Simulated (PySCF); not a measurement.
# Diatomic cations of Bi with the alkali metals

CCSD(T) with double-zeta basis sets in PySCF, for the lowest determinant that a PBE0 search found; no spin–orbit coupling. De refers to high-spin ground-configuration atoms (the charge goes to the atom of lower measured ionisation energy or higher electron affinity, which is not always the lowest computed limit).

```json
{"M": "Li", "basis": "cc-pVDZ/cc-pVDZ-PP", "reference, frozen orbitals": "UHF, 4", "charged atom": "Li+", "state (unpaired electrons)": "quartet (σ ↑, π ↑↑)", "Re (Å)": "3.033", "ωe (cm⁻¹)": "221", "De (eV)": "n/a"}
{"M": "Na", "basis": "def2-SVP", "reference, frozen orbitals": "UHF, 5", "charged atom": "Na+", "state (unpaired electrons)": "quartet (σ ↑, π ↑↑)", "Re (Å)": "3.501", "ωe (cm⁻¹)": "92.1", "De (eV)": "n/a"}
{"M": "K", "basis": "def2-SVP", "reference, frozen orbitals": "UHF, 9", "charged atom": "K+", "state (unpaired electrons)": "quartet (σ ↑, π ↑↑)", "Re (Å)": "4.010", "ωe (cm⁻¹)": "55.4", "De (eV)": "n/a"}
{"M": "Rb", "basis": "def2-SVP", "reference, frozen orbitals": "UHF, 4", "charged atom": "Rb+", "state (unpaired electrons)": "quartet (σ ↑, π ↑↑)", "Re (Å)": "4.185", "ωe (cm⁻¹)": "34.1", "De (eV)": "n/a"}
{"M": "Cs", "basis": "def2-SVP", "reference, frozen orbitals": "UHF, 4", "charged atom": "Cs+", "state (unpaired electrons)": "quartet (σ ↑, π ↑↑)", "Re (Å)": "4.387", "ωe (cm⁻¹)": "28.5", "De (eV)": "n/a"}
```

The shortest bond is that of LiBi⁺ (3.033 Å), the longest that of CsBi⁺ (4.387 Å).

The rows differ in basis set, which adds steps of its own.

Down a group the atoms grow and get heavier, so bonds lengthen and wavenumbers fall; this series shows no clear exception.

Correlated steps freeze the inner cores (4 to 9 orbitals); shallow outer-core shells are correlated. Spin–orbit coupling is left out, which matters for elements this heavy, above all for dissociation energies. States were picked by a PBE0 search and need not be the measured ground states.
